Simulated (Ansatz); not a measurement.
Basis-set series for C2H4FNOSi, SMILES `N#CC(O)(F)[SiH3]`. Charge 0, multiplicity 1. The geometry is a stationary point of PBE0-D4/def2-TZVP. It is one conformer, not always the lowest.

```
functional       basis  functions  energy (Eh)  HOMO (eV)  LUMO (eV)
   PBE0-D4    def2-SVP        108   -597.11081      -9.25      -0.45
   PBE0-D4  def2-TZVPP        253   -597.57574      -9.37      -0.72
   ωB97M-V    def2-SVP        108   -597.44108     -11.47       1.67
   ωB97M-V  def2-TZVPP        253   -597.91671     -11.63       1.20
```

Task: Give the rows for def2-QZVPP. (Estimate.)

Result: Ansatz gave: 
```json
{"functional": "PBE0-D4", "basis": "def2-QZVPP", "functions": "475", "energy (Eh)": "-597.60145", "HOMO (eV)": "-9.40", "LUMO (eV)": "-0.81"}
{"functional": "ωB97M-V", "basis": "def2-QZVPP", "functions": "475", "energy (Eh)": "-597.94058", "HOMO (eV)": "-11.66", "LUMO (eV)": "0.94"}
```

Positive LUMOs are unbound and depend on the basis.
